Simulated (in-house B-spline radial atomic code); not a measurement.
How numerical settings move a run on Ru II (Ru+), [Kr] 4d7. Computed with a B-spline radial code for spherical atoms: scalar-relativistic (X2C) wB97X, spin-polarised, spherical fractional occupations, Fermi nucleus of rms radius 4.4809 fm.

Command:
```bash
python run_scf.py task.json out
```
Settings of the sound reference run:
```
Z                44
electrons        43
configuration    [Kr] 4d7
hamiltonian      x2c
method           wb97x
spin_polarised   True
nucleus          fermi
rms_radius       4.4809
mass_number      102
atomic_mass      101.9043
speed_of_light   137.036
knot_spacing     0.22
spline_order     8
gauss_points     12
box_radius       35.29
max_iterations   70
damping          0.5
damped_steps     3
diis_vectors     10
tolerance        1e-08
start            Thomas-Fermi
```

Cost of the run: 1.4 s on 1 thread of Arm Neoverse V1 (shared host).

It converges in 11 iterations to -4530.037200 hartree, with 4d down at -10.4596 eV. The other runs change the listed settings, some to values that make no sense; their results aren't properties of the atom or ion. Radii are in bohr (the nuclear one in fm), a minus after a letter asks for a j subshell, and «unchanged» means within 1e-8 hartree. The run stops when the residual is below 10 × tolerance × max(1, Z/10), or a noise floor if that is larger, and the energy moves by less than 1e-8 × √|E| hartree; so very loose and very tight tolerances often act alike.

```tsv
changed settings	outcome
knot_spacing = 1.4, first_knot = 0.0682, max_iterations = 100, diis_vectors = 1, tolerance = 1e-10	not converged after 100 iterations, last residual 1.6e-05, last energy +2.06e+02 hartree from the reference
box_radius = 141.16	converged in 11 iterations, energy +5.70e-07 hartree from the reference, 4d down level +1.7e-06 eV
box_radius = 10.59, max_iterations = 75, damping = 0.8, diis_vectors = 20	converged in 12 iterations, energy +3.65e-06 hartree from the reference, 4d down level +4.0e-04 eV (the program warns: 4d down reaches the box edge; 4d up reaches the box edge)
knot_spacing = 0.4	converged in 12 iterations, energy +1.65e-03 hartree from the reference, 4d down level -2.9e-03 eV
knot_spacing = 1	converged in 11 iterations, energy +1.33e+01 hartree from the reference, 4d down level -3.2e-01 eV
box_radius = 10.59	converged in 11 iterations, energy +3.65e-06 hartree from the reference, 4d down level +4.2e-04 eV (the program warns: 4d down reaches the box edge; 4d up reaches the box edge)
knot_spacing = 2	converged in 12 iterations, energy +3.36e+02 hartree from the reference, 4d down level -2.1e+01 eV (the program warns: 4d down reaches the box edge; 2s up reaches the box edge)
knot_spacing = 0.55	converged in 17 iterations, energy +1.79e-01 hartree from the reference, 4d down level -3.4e-02 eV
box_radius = 3.53	converged in 10 iterations, energy +2.86e-01 hartree from the reference, 4d down level +5.1e+00 eV (the program warns: 4d down reaches the box edge; 4s up reaches the box edge)
knot_spacing = 1.4	converged in 27 iterations, energy +8.62e+01 hartree from the reference, 4d down level -4.0e+00 eV (the program warns: 3s up reaches the box edge; 3s down reaches the box edge)
box_radius = 1.41	converged in 9 iterations, energy +4.09e+01 hartree from the reference, 4d down level +1.6e+02 eV (the program warns: 4d down has a positive eigenvalue: unbound, held by the box; 4s up has a positive eigenvalue: unbound, held by the box)
box_radius = 70.58	converged in 11 iterations, energy +3.72e-07 hartree from the reference, 4d down level +6.0e-07 eV
start = bare nucleus	converged in 13 iterations, energy unchanged, 4d down level -2.0e-05 eV
first_knot = 0.0227, max_iterations = 50, start = bare nucleus	converged in 13 iterations, energy +3.33e-01 hartree from the reference, 4d down level -3.8e-04 eV
box_radius = 17.64	converged in 11 iterations, energy -1.57e-07 hartree from the reference, 4d down level -9.0e-07 eV
electrons = 44, configuration = [Kr] 4d7 1f1, max_iterations = 50	stopped with error: there is no 1f shell
hamiltonian = dirac, method = hf	stopped with error: spin polarisation is not served with the Dirac Hamiltonian
box_radius = 7.06	converged in 11 iterations, energy +8.48e-04 hartree from the reference, 4d down level +5.3e-02 eV (the program warns: 4d down reaches the box edge; 4d up reaches the box edge)
```

(1) What happens with box_radius = 2.12?

(2) What happens with spline_order = 4, gauss_points = 8, max_iterations = 75, diis_vectors = 20?

(3) What happens with box_radius = 5.29?

(4) What happens with gauss_points = 5, max_iterations = 75, damping = 0.95, start = bare nucleus?

## Answers

(1) Converged in 9 iterations, energy +5.47e+00 hartree from the reference, 4d down level +3.9e+01 eV (the program warns: 4d down has a positive eigenvalue: unbound, held by the box; 4d up has a positive eigenvalue: unbound, held by the box).

(2) Not converged after 75 iterations, last residual 1.5e-06, last energy +2.09e-03 hartree from the reference.

(3) Converged in 11 iterations, energy +1.45e-02 hartree from the reference, 4d down level +5.4e-01 eV (the program warns: 4d down reaches the box edge; 4p up reaches the box edge).

(4) Converged in 15 iterations, energy -1.44e-06 hartree from the reference, 4d down level +1.7e-06 eV.
